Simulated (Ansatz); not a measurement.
Born–Oppenheimer molecular dynamics of H$_{6}$O$_{4}$Si$_{2}$ (12 atoms, charge 0, multiplicity 1). It goes on from the last frame of an earlier run, with new velocities.

The calculation used RKS BHLYP-D4/6-31G in Ansatz.

```yaml
ensemble: NVT, Nosé–Hoover chain
time_step: 0.5 fs
steps_asked: 250
set_temperature: 1500 K
thermostat: time constant 50 fs, chain length 5
seed: 45709
```

First frame:

```xyz
12
Properties=species:S:1:pos:R:3
Si -0.304 -0.250 -0.143
O -0.784 -0.581 1.417
Si -1.269 -0.272 2.978
H -2.583 -0.828 3.307
H -0.387 -0.981 3.980
H -1.146 1.262 3.178
O 1.294 0.253 -0.332
H 2.072 -0.317 -0.381
O -1.228 1.001 -0.598
H -1.259 1.514 -1.449
O -0.431 -1.688 -0.876
H -0.744 -2.445 -1.291
```

Problem. How far do the bonds stretch over the last three quarters of this one trajectory? (Pairs bonded in most of those frames.)

Solution. 
| bond | mean (Å) | spread (Å) | shortest | longest |
| --- | --- | --- | --- | --- |
| Si1–O2 | 1.659 | 0.039 | 1.57 | 1.73 |
| Si1–O7 | 1.711 | 0.078 | 1.57 | 1.86 |
| Si1–O9 | 1.686 | 0.063 | 1.57 | 1.81 |
| Si1–O11 | 1.673 | 0.058 | 1.58 | 1.79 |
| O2–Si3 | 1.701 | 0.019 | 1.65 | 1.74 |
| Si3–H4 | 1.525 | 0.090 | 1.38 | 1.68 |
| Si3–H5 | 1.518 | 0.077 | 1.38 | 1.64 |
| Si3–H6 | 1.543 | 0.145 | 1.31 | 1.76 |
| O7–H8 | 0.958 | 0.014 | 0.93 | 0.99 |
| O9–H10 | 0.977 | 0.056 | 0.88 | 1.08 |
| O11–H12 | 0.955 | 0.024 | 0.91 | 1.00 |

Mean temperature of the second half: 1458 K. The conserved energy stayed within 0.89 meV per atom of its start (net change -0.019 meV per atom), so the integration is sound. A run of 0.12 ps of so small a system gives no equilibrium averages. Limits of this set-up: no polarisation functions.

Time of the run: 18 min on 1 thread of Arm Neoverse V2, on a shared host, peak memory 0.17 GiB.
